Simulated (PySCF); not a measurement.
# Yb⁶⁵⁺: ionisation energy

Yb⁶⁵⁺ [He] 2s2 2p1 (2P) → Yb⁶⁶⁺ [He] 2s2 (1S), as a difference of total energies. Calculation: PySCF 2.14, in an even-tempered Gaussian basis (18 s from 42 bohr⁻², ratio 2.2; 13 p from 54 bohr⁻², ratio 2.2; 5 d from 200 bohr⁻², ratio 2.4; 5 f from 300 bohr⁻², ratio 2.4; 4 g from 450 bohr⁻², ratio 2.4); the spin-free X2C one-electron Hamiltonian (Gaussian nucleus). Correlated levels: nothing frozen; virtual orbitals above 40 to 60 times the deepest correlated orbital energy dropped. The calculations carry no spin-orbit coupling.

```json
{"method": "UHF", "ionisation energy (eV)": "15796.2"}
{"method": "LDA", "ionisation energy (eV)": "15786.1"}
{"method": "PBE", "ionisation energy (eV)": "15797.9"}
{"method": "PBE0", "ionisation energy (eV)": "15797.7"}
{"method": "r2SCAN", "ionisation energy (eV)": "15801.3"}
{"method": "M06-2X", "ionisation energy (eV)": "15794.2"}
{"method": "B3LYP", "ionisation energy (eV)": "15798.9"}
{"method": "MP2 (all electrons)", "ionisation energy (eV)": "15796.0"}
{"method": "SCS-MP2 (all electrons)", "ionisation energy (eV)": "15795.7"}
```

A first-order spin-orbit estimate (lowest level to lowest level, LS coupling) adds 709.9 eV.

For this ion Breit and QED terms and the two-electron picture change, all absent here, outweigh the differences among the correlated methods.

First order in ζ underestimates the shift of j = l − 1/2 levels at high Z.

For comparison: 16570 ± 30 eV (theoretical estimate listed by NIST; NIST Atomic Spectra Database, ionization energies).
